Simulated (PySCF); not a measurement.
V(OMe)5, C5H15O5V

Geometry:
```csv
atom,x (Å),y (Å),z (Å)
V1,0.130,-0.058,-0.208
O2,0.357,-0.196,1.440
C3,1.062,0.301,2.496
H4,1.824,0.999,2.103
H5,1.564,-0.506,3.053
H6,0.403,0.844,3.191
O7,0.048,-0.007,-1.858
C8,-0.732,-0.489,-2.863
H9,-1.019,-1.526,-2.612
H10,-0.210,-0.474,-3.833
H11,-1.647,0.120,-2.935
O12,1.554,0.891,-0.249
C13,2.285,1.519,-1.226
H14,1.829,1.315,-2.211
H15,3.326,1.162,-1.227
H16,2.284,2.606,-1.056
O17,-1.306,0.937,-0.102
C18,-1.973,1.355,1.034
H19,-2.966,1.731,0.745
H20,-1.421,2.170,1.530
H21,-2.104,0.524,1.746
O22,-0.391,-1.695,-0.280
C23,-0.664,-2.678,0.638
H24,-0.052,-3.573,0.447
H25,-1.726,-2.961,0.578
H26,-0.453,-2.310,1.658
```

Level of theory: GIAO BP86/def2-SVP (def2-TZVP on V) magnetisability, rotational g tensor and spin-rotation constants, non-relativistic, gas phase in PySCF. Geometry: GFN2-xTB.

Task: What are the magnetisability and the molar susceptibility?

Result: Isotropic -1080 × 10⁻³⁰ J/T², or -65.1 × 10⁻⁶ cm³/mol; principal values -1147, -1085, -1010 × 10⁻³⁰ J/T², anisotropy 119 × 10⁻³⁰ J/T² (root of half the summed squared differences of the principal values). The susceptibility is in cgs units.

Task: Split it along the inertial axes a, b, c into diamagnetic and paramagnetic parts about the centre of mass, with the quadrupole moment.

Result: 
| axis | χ (10⁻⁶ cm³/mol) | diamagnetic (10⁻⁶ cm³/mol) | paramagnetic (10⁻⁶ cm³/mol) | summed x² of all electrons (Å²) | quadrupole Θ (D Å) |
| --- | --- | --- | --- | --- | --- |
| a | -68.1 | -1429.3 | 1361.2 | 235.2 | +4.64 |
| b | -60.8 | -1554.4 | 1493.6 | 205.7 | -0.37 |
| c | -66.2 | -1870.2 | 1803.9 | 131.2 | -4.27 |

Anisotropies 2χaa − χbb − χcc = -9.2 and 2χbb − χaa − χcc = +12.7 × 10⁻⁶ cm³/mol. Θ is traceless in Buckingham's convention.

Task: And the rotational g tensor?

Result: 
| axis | rotational constant (GHz) | g | nuclear part | electronic part |
| --- | --- | --- | --- | --- |
| a | 0.9795 | -0.0289 | 0.5975 | -0.6263 |
| b | 0.8939 | -0.0282 | 0.5990 | -0.6272 |
| c | 0.7308 | -0.0204 | 0.5990 | -0.6194 |

Asymmetric top; isotopes 12C, 1H, 16O, 51V; no vibrational averaging.
